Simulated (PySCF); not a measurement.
# Computed records: BClH$_{2}$O$_{2}$, BH$_{3}$NOSi, AlBH$_{3}$NO, AlBHNO and others

Computed with PySCF 2.14.0. Calculation on a computer-drawn molecule: the log of a Hartree-Fock and frozen-core CCSD(T) single point meant for a local Hartree-Fock minimum, with one planted fault or none, to be diagnosed. Offsets are logged minus clean, where the clean run is the same molecule without the fault. The reference is restricted for singlets and unrestricted otherwise, and also for a bond in bohr or an excited solution. Adding or removing an electron swaps singlet and doublet. The excited solution moves the top pair (singlet) or top alpha electron (doublet) to the lowest empty orbital. Highest occupied and lowest empty are orbital energies over both spins, largest force is the largest gradient component, triples share is (T) over the correlation energy, the T1 limit is 0.02 restricted and 0.045 unrestricted, electrons count all cores, a negative frequency is imaginary (commonest isotopes), and the dipole is about the centre of nuclear charge.

Common to all runs: meant charge 0; meant basis cc-pV(D+d)Z; logged SCF converged yes; logged SCF stable within its kind yes; possible faults no fault, one electron removed, one electron added, multiplicity raised by two, geometry at a saddle point, SCF held on an excited solution, minimal basis STO-3G, one bond length entered in bohr, all coordinates scaled.

(1) 
```xyz
6
formula=BClH2O2 meant_multiplicity=1 logged_electrons=40 logged_basis_functions=75 logged_spin_squared=2.0158 logged_highest_occupied=-3.1196 logged_lowest_empty=-2.6363 logged_largest_force=0.070959 logged_T1_diagnostic=0.029282 logged_D1_diagnostic=0.19432 logged_triples_share=0.02327 logged_CC_converged=yes logged_dipole_magnitude=0.96958 logged_energy_HF=-634.92936 logged_energy_CCSD(T)=-635.54608 planted_fault=multiplicity_raised_by_two HF_energy_offset_from_clean_run=200.6 CCSD(T)_energy_offset_from_clean_run=208.2
O     -2.8981    -0.0991    -0.2327
B     -1.6748    -0.2856     0.3051
O     -0.5171    -0.3944    -0.3793
Cl    -1.5799    -0.3972     2.0705
H     -2.9273    -0.0423    -1.1755
H     -0.5892    -0.3323    -1.3195
```

Units: logged_highest_occupied, logged_lowest_empty in eV; logged_largest_force in hartree/bohr; logged_dipole_magnitude in debye; logged_energy_HF, logged_energy_CCSD(T) in hartree; HF_energy_offset_from_clean_run, CCSD(T)_energy_offset_from_clean_run in kcal/mol.

Drawn bonds:
```tsv
atom	other atom	order
1	2	1
2	3	1
2	4	1
1	5	1
3	6	1
```

(2) 
```xyz
7
formula=BH3NOSi meant_multiplicity=2 logged_electrons=37 logged_basis_functions=80 logged_spin_squared=3.7636 logged_highest_occupied=-3.5115 logged_lowest_empty=-0.28001 logged_largest_force=0.19289 logged_dipole_magnitude=2.8069 logged_energy_HF=-444.49869 planted_fault=multiplicity_raised_by_two HF_energy_offset_from_clean_run=149.6
O     -2.2105    -0.3784    -3.7190
B     -1.2612    -0.0947    -2.8458
N     -0.3647     0.1845    -2.0194
Si     0.8136     0.7026    -0.9188
H     -2.3139    -1.2968    -3.9264
H      2.1767     0.3214    -1.3685
H      0.5773     0.1339     0.4326
```

Units: logged_highest_occupied, logged_lowest_empty in eV; logged_largest_force in hartree/bohr; logged_dipole_magnitude in debye; logged_energy_HF in hartree; HF_energy_offset_from_clean_run in kcal/mol.

Drawn bonds:
```tsv
atom	other atom	order
1	2	1
2	3	2
3	4	1
1	5	1
4	6	1
4	7	1
```

Notes: coupled-cluster numbers left out as unreliable.

(3) 
```xyz
7
formula=AlBH3NO meant_multiplicity=1 logged_electrons=36 logged_basis_functions=80 logged_spin_squared=0.9635 logged_highest_occupied=-10.682 logged_lowest_empty=1.4848 logged_largest_force=0.016942 logged_T1_diagnostic=0.038364 logged_D1_diagnostic=0.1793 logged_triples_share=0.033923 logged_CC_converged=yes logged_dipole_magnitude=2.542 logged_energy_HF=-397.59704 logged_energy_CCSD(T)=-398.09 planted_fault=one_bond_length_entered_in_bohr,row_1_of_the_drawn_bonds HF_energy_offset_from_clean_run=105.5 CCSD(T)_energy_offset_from_clean_run=124.1
O     -0.1965     1.9682     0.3188
B      1.8514     0.5733     0.0015
N      2.8825    -0.1306    -0.1377
Al     4.3227    -1.1122    -0.3474
H     -0.5874     2.3014    -0.4767
H      4.8769    -1.3829    -1.8024
H      5.0616    -1.7219     0.9081
```

Units: logged_highest_occupied, logged_lowest_empty in eV; logged_largest_force in hartree/bohr; logged_dipole_magnitude in debye; logged_energy_HF, logged_energy_CCSD(T) in hartree; HF_energy_offset_from_clean_run, CCSD(T)_energy_offset_from_clean_run in kcal/mol.

Drawn bonds:
```tsv
atom	other atom	order
1	2	1
2	3	2
3	4	1
1	5	1
4	6	1
4	7	1
```

(4) 
```xyz
5
formula=AlBHNO meant_multiplicity=1 logged_electrons=33 logged_basis_functions=70 logged_spin_squared=0.7536 logged_highest_occupied=-16.333 logged_lowest_empty=-6.4257 logged_largest_force=0.06262 logged_T1_diagnostic=0.018976 logged_D1_diagnostic=0.04329 logged_triples_share=0.033514 logged_CC_converged=yes logged_dipole_magnitude=6.1901 logged_energy_HF=-396.33662 logged_energy_CCSD(T)=-396.79756 planted_fault=one_electron_removed HF_energy_offset_from_clean_run=164.5 CCSD(T)_energy_offset_from_clean_run=186.7
O     -1.0170    -2.6017     0.7650
B      0.0011    -1.7743     0.9202
N      0.9715    -0.9777     1.0503
Al     2.3374     0.1435     1.2231
H     -1.2407    -3.1212     1.5246
```

Units: logged_highest_occupied, logged_lowest_empty in eV; logged_largest_force in hartree/bohr; logged_dipole_magnitude in debye; logged_energy_HF, logged_energy_CCSD(T) in hartree; HF_energy_offset_from_clean_run, CCSD(T)_energy_offset_from_clean_run in kcal/mol.

Drawn bonds:
```tsv
atom	other atom	order
1	2	1
2	3	2
3	4	1
1	5	1
```

(5) 
```xyz
9
formula=CH5BOSi meant_multiplicity=1 logged_electrons=38 logged_basis_functions=90 logged_spin_squared=2.025 logged_highest_occupied=-6.3061 logged_lowest_empty=-0.0092885 logged_largest_force=0.09218 logged_T1_diagnostic=0.016732 logged_D1_diagnostic=0.073238 logged_triples_share=0.025491 logged_CC_converged=yes logged_dipole_magnitude=2.4383 logged_energy_HF=-429.19996 logged_energy_CCSD(T)=-429.72872 planted_fault=multiplicity_raised_by_two HF_energy_offset_from_clean_run=46.72 CCSD(T)_energy_offset_from_clean_run=68.28
O     -0.1097    -1.5911    -2.4329
B      0.2512    -0.6238    -1.5480
C     -0.2345    -0.5631    -0.0797
Si     0.2831     0.6946     0.9417
H     -0.6949    -2.2384    -2.0699
H      0.9978     0.2159    -1.9840
H     -0.9089    -1.3171     0.3216
H      1.1924     1.7615     0.4993
H     -0.1224     0.8379     2.3510
```

Units: logged_highest_occupied, logged_lowest_empty in eV; logged_largest_force in hartree/bohr; logged_dipole_magnitude in debye; logged_energy_HF, logged_energy_CCSD(T) in hartree; HF_energy_offset_from_clean_run, CCSD(T)_energy_offset_from_clean_run in kcal/mol.

Drawn bonds:
```tsv
atom	other atom	order
1	2	1
2	3	1
3	4	2
1	5	1
2	6	1
3	7	1
4	8	1
4	9	1
```

(6) 
```xyz
8
formula=BH4NOSi meant_multiplicity=1 logged_electrons=38 logged_basis_functions=85 logged_spin_squared=0 logged_highest_occupied=-10.475 logged_lowest_empty=1.5719 logged_largest_force=2.611e-05 logged_lowest_frequency=83.118 logged_T1_diagnostic=0.018111 logged_D1_diagnostic=0.059757 logged_triples_share=0.030098 logged_CC_converged=yes logged_dipole_magnitude=4.4488 logged_energy_HF=-445.32265 logged_energy_CCSD(T)=-445.90099 planted_fault=no_fault HF_energy_offset_from_clean_run=0 CCSD(T)_energy_offset_from_clean_run=0
O     -1.3219    -1.7514    -1.2992
B     -0.6927    -0.5412    -1.2636
N      0.7073    -0.4061    -1.2552
Si     2.2352    -0.1512    -1.2440
H     -0.7118    -2.4735    -1.3174
H     -1.4097     0.4231    -1.2389
H      3.0545     0.0071    -2.4560
H      3.0479    -0.0611    -0.0205
```

Units: logged_highest_occupied, logged_lowest_empty in eV; logged_largest_force in hartree/bohr; logged_lowest_frequency in cm⁻¹; logged_dipole_magnitude in debye; logged_energy_HF, logged_energy_CCSD(T) in hartree; HF_energy_offset_from_clean_run, CCSD(T)_energy_offset_from_clean_run in kcal/mol.

Drawn bonds:
```tsv
atom	other atom	order
1	2	1
2	3	1
3	4	2
1	5	1
2	6	1
4	7	1
4	8	1
```
